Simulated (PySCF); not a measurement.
**Property card for `C=CS(=O)(=O)C=C`**

Species: C₄H₆O₂S.
Bonds: C1–C2 (double), C2–S3, S3–O4 (double), S3–O5 (double), S3–C6, C6–C7 (double). Hydrogens: H8, H9 on C1; H10 on C2; H11 on C6; H12, H13 on C7.

Among its groups: C=C double bond and sulfone.

PBE0-D3(BJ)/def2-SVP geometry optimisation, gas phase (PySCF):

- Point group: C2
- Rotational constants A, B, C: 3.729, 1.789, 1.675 GHz

CAM-B3LYP/def2-SVPD ground state, ΔSCF and vertical TDDFT (core frozen in the response) (PySCF):

* Dipole moment: 4.76 D
* HOMO energy: -9.75 eV
* LUMO energy: -0.64 eV
* HOMO–LUMO gap: 9.11 eV
* Lowest singlet excitation: 5.78 eV (215 nm, f = 0.007)
* Strongest line among the 10 lowest singlet transitions: S5 at 6.92 eV (179 nm, f = 0.399)
* Lowest triplet excitation (Tamm–Dancoff): 4.14 eV
* Static isotropic polarisability: 76.1 au
* Vertical ionisation energy: 10.54 eV
* Electronic spatial extent ⟨r²⟩ about the centre of nuclear charge: 838 bohr²

From B97-2/pcSseg-2 ground state and GIAO shieldings, non-relativistic (PySCF):

* 13C chemical shifts (computed TMS as zero) by class: 148.0 (C2/C6), 138.3 (C1/C7) ppm
* 1H chemical shifts (computed TMS as zero) by class: 6.84 (H9/H13), 6.50 (H10/H11), 6.21 (H8/H12) ppm
* Isotropic shieldings of nuclei other than C and H, by class: 138 (O4/O5), 188 (S3) ppm

delta-SCF UKS SCAN, pcX-2 on the ionised atom, pcseg-1 elsewhere, spin-free X2C; 2p3/2 from a spin–orbit splitting computed afterwards within the 2p shell (PySCF):

* Core binding energies: S2p3/2 173.8 (S3), C1s 291.2 (C1/C7), C1s 291.4 (C2/C6), O1s 537.5 (O4/O5), S1s 2482.6 (S3) eV

Monoisotopic mass (most abundant isotopes): 118.0089 u.

The largest Löwdin shares of the HOMO are 0.22 on O5, 0.21 on O4, 0.14 on C6 and 0.14 on C2. No computed singlet falls in the visible range (750 to 380 nm, 1.65 to 3.26 eV); S1 lies 2.52 eV above its blue end. The largest Löwdin shares of the LUMO are 0.21 on C1, 0.21 on C7, 0.15 on C2 and 0.15 on C6. The ΔSCF ionisation energy exceeds −ε(HOMO) by 0.79 eV with CAM-B3LYP. In wavenumbers S1 is 46600 cm⁻¹ (1 eV = 8065.54 cm⁻¹). The principal polarisabilities are 62.8, 63.4 and 102.1 au; their mean is the isotropic value. The rotational constants make it an asymmetric top with κ = (2B − A − C)/(A − C) = -0.89, nearer the prolate limit (−1).

For the core-ionisation job (SCAN ΔSCF), time: 40 s of wall time; peak memory 0.72 GiB. Hardware: Intel Xeon Platinum 8488C, one thread, no GPU, shared host with 192 logical CPUs at a one-minute load of 92.

Conformer computed: `[CH2:1]=[CH:2][S:3](=[O:4])(=[O:5])[CH:6]=[CH2:7]`: C1–C2–S3–O4 135°, C2–S3–C6–C7 -112°.

One conformer stands for the species.
